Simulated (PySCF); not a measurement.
The second ionisation energy along group 14

All values are computed (PySCF 2.14, energy differences of UHF-based or UKS calculations, no spin-orbit coupling). Values in eV. The last column holds reference values (NIST; (s) semi-empirical, (t) theoretical, else measured). Unmarked ones compare directly (S terms, centres of terms, or small fine structure); those marked * lie between the lowest fine-structure levels and include a spin-orbit shift.

```json
{"element": "C (aug-cc-pVQZ with one added diffuse shell each of s, p, d, f, g type, non-relativistic)", "configurations": "[He] 2s2 2p1 → [He] 2s2", "UHF": "24.170", "LDA": "24.770", "PBE": "24.853", "r2SCAN": "25.005", "MP2 (valence)": "24.416", "SCS-MP2 (valence)": "24.377", "reference": "24.378"}
{"element": "Si (aug-cc-pV(Q+d)Z with one added diffuse shell each of s, p, d, f, g type, non-relativistic)", "configurations": "[Ne] 3s2 3p1 → [Ne] 3s2", "UHF": "15.845", "LDA": "16.369", "PBE": "16.413", "r2SCAN": "16.539", "MP2 (valence)": "16.137", "SCS-MP2 (valence)": "16.129", "reference": "16.322"}
{"element": "Ge (aug-cc-pVQZ-PP with one added diffuse shell each of s, p, d, f, g type with ECP10MDF, ECP)", "configurations": "[Ar] 3d10 4s2 4p1 → [Ar] 3d10 4s2", "UHF": "15.255", "LDA": "15.820", "PBE": "15.700", "r2SCAN": "15.941", "MP2 (valence)": "15.521", "SCS-MP2 (valence)": "15.511", "reference": "15.789"}
{"element": "Sn (aug-cc-pVQZ-PP with one added diffuse shell each of s, p, d, f, g type with ECP28MDF, ECP)", "configurations": "[Kr] 4d10 5s2 5p1 → [Kr] 4d10 5s2", "UHF": "13.755", "LDA": "14.404", "PBE": "14.222", "r2SCAN": "14.389", "MP2 (valence)": "13.989", "SCS-MP2 (valence)": "13.981", "reference": "14.282"}
{"element": "Pb (aug-cc-pVQZ-PP with one added diffuse shell each of s, p, d, f, g type with ECP60MDF, ECP)", "configurations": "[Xe] 4f14 5d10 6s2 6p1 → [Xe] 4f14 5d10 6s2", "UHF": "13.210", "LDA": "13.917", "PBE": "13.709", "r2SCAN": "13.810", "MP2 (valence)": "13.422", "SCS-MP2 (valence)": "13.411", "reference": "13.869"}
```

Task: Which of these methods has the smallest mean absolute error against the measured values here?

Result: LDA, with 0.128 eV.

| method | elements | mean error (eV) | mean absolute error (eV) | largest error (eV) |
| --- | --- | --- | --- | --- |
| UHF | 5 | -0.481 | 0.481 | -0.659 |
| LDA | 5 | 0.128 | 0.128 | 0.392 |
| PBE | 5 | 0.052 | 0.175 | 0.475 |
| r2SCAN | 5 | 0.209 | 0.232 | 0.627 |
| MP2 (valence) | 5 | -0.231 | 0.246 | -0.447 |
| SCS-MP2 (valence) | 5 | -0.246 | 0.246 | -0.457 |

Errors include the incompleteness of the basis and the frozen core.

"Valence" correlates the outer s and p shells and, in groups 3 to 12 and the f block, the outer d or f shell, open or full, or the next shell where the ion has no valence electron left; the wider scheme adds the next inner shell.
